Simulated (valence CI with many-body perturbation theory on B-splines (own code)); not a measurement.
Values are calculated unless marked as measured or tabulated.
## Sensitivity of CI+MBPT for Os36+

Method: valence CI with perturbative core correlation (CI+MBPT): four valence electrons over a frozen Dirac-Fock core [Kr], a basis of 6 s, 6 p, 5 d, 5 f, 1 g functions for each j, with the one-electron correlation potential Σ1 (screened to all orders), the two-electron term Σ2, the three-electron term Σ3, Breit, model QED; selected single and double excitations, second order for the rest, scaled by the run's own slope (own B-spline code, finite nucleus).

No measured spectrum was set against this ion. As an estimate, large intervals hold to a few tenths of a per cent, small ones and those within an open d or f shell to about a per cent. Only levels of the ground parity were solved; by the run's estimate the other parity begins above the list, which can be wrong where configurations are misplaced.

The reference run has the lowest level (4d3/2^4) J=0 and an ionisation energy of 1606.94 eV. Its largest variational space holds 8713 state functions.

Levels are named by their leading jj configuration (3d3/2^4 stands for four electrons in 3d with j = 3/2), which in mixed levels can hold well under half, so a name can repeat and another be missing. Letters in brackets count levels of one name in rising energy.

Changed runs:
A. Breit term on → off; scale of Σ1 1 → 0
B. lowest core n in screening and Σ2 2 → 4
C. scale of Σ1 1 → 1.1
D. correlating orbitals by l 3 3 3 3 1 → 2 2 1 1 0; natural orbitals for correlation on → off (bad on purpose)

Excitation energies of the reference run in cm⁻¹, and shifts in cm⁻¹:

```
                    Level  Reference      A      B      C      D
      (4d3/2^3 4d5/2) J=1     138149  +2644    -52    +78   -553
      (4d3/2^3 4d5/2) J=4     179881  +3716   +233    +80   +135
      (4d3/2^3 4d5/2) J=2     182917  +3284   +239    +85    +70
      (4d3/2^3 4d5/2) J=3     194637  +3325   +384    +84   +290
(4d3/2^2 4d5/2^2) J=0 [a]     306189  +5033    -93   +155   -537
(4d3/2^2 4d5/2^2) J=2 [a]     310661  +5137   +109   +150    -62
(4d3/2^2 4d5/2^2) J=4 [a]     316847  +6175    +92   +157   -408
(4d3/2^2 4d5/2^2) J=3 [a]     320984  +5677   +219   +156   -248
    (4d3/2^2 4d5/2^2) J=5     336978  +6645   +296   +157   +7.4
    (4d3/2^2 4d5/2^2) J=1     347846  +5503   +265   +158   +353
    (4d3/2^2 4d5/2^2) J=6     348752  +7377   +347   +159   +174
(4d3/2^2 4d5/2^2) J=3 [b]     361363  +5912   +524   +155   +689
   Ionisation energy (eV)    1606.94  -1.71  -0.09  +0.28  -0.16
```
